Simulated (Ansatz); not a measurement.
Program: Ansatz. Geometries: PBE0-D4/def2-TZVP. ΔE: electronic, gas phase. CCSD(T)/CBS adds triple-zeta CCSD(T) − MP2 to the extrapolated MP2 energy (def2 sets, frozen cores). This one scheme is used for every species. Functionals use def2-TZVPP. For Ga outer-core shells are correlated without core-valence functions, which leaves a few kJ/mol of doubt a bond. Scalar relativity is left out up to krypton. One conformer a species, not always the lowest.

Consider the hydrogenolysis of a Ga–O bond: `C[O][GaH][O]C` + H₂ → `C[O][GaH2]` + CH₃OH.

Q: Is it downhill or uphill in electronic energy at CCSD(T)/CBS, and by how much? (An estimate is asked.)

A: Computed: Uphill: ΔE = +42.9 kJ/mol.

Q: What do these levels give: r2SCANh-D4, r2SCAN0-D4, CAM-B3LYP-D4, revPBE, BLYP, r2SCAN0, CAM-B3LYP, HF/def2-SVP, HF/def2-TZVPP, MP2/def2-TZVPP, MP2/CBS(def2), CCSD/CBS(def2)? (Best estimate.)

A: Ansatz gave: r2SCANh-D4 41.5, r2SCAN0-D4 38.6, CAM-B3LYP-D4 38.7, revPBE 28.9, BLYP 34.2, r2SCAN0 36.6, CAM-B3LYP 33.5, HF/def2-SVP 24.2, HF/def2-TZVPP 24.9, MP2/def2-TZVPP 51.4, MP2/CBS(def2) 50.4, CCSD/CBS(def2) 38.2 kJ/mol.

Q: What do rigid-rotor, harmonic-oscillator terms from PBE0-D4/def2-TZVP frequencies (298.15 K, 1 bar) make of the CCSD(T)/CBS value? (Estimate.)

A: Computed: ΔZPE = +16.1 kJ/mol, ΔH = +53.4 kJ/mol, ΔS = 29 J/(mol·K), ΔG = +44.7 kJ/mol.

Largest T1 diagnostic among the species: 0.015.

From PBE to PBE0 (25 % exact exchange), in def2-TZVPP and without D4, ΔE moves by −3.6 kJ/mol. Leaving LDA and LC-ωPBE aside and taking each functional with its dispersion term where it has one, the values, not all of them listed here, spread over 14.8 kJ/mol, from B97M-V to BLYP-D4. LDA lies +3.4 kJ/mol from PBE without D4. The D4 term adds +8.9 kJ/mol with B3LYP and +5.0 kJ/mol with PBE0; it sums over pairs of atoms, weighted by their polarisabilities, and B3LYP, whose exchange is more repulsive, gets the larger term.

B3LYP here is the variant with VWN-RPA as its local correlation; programs differ in this.
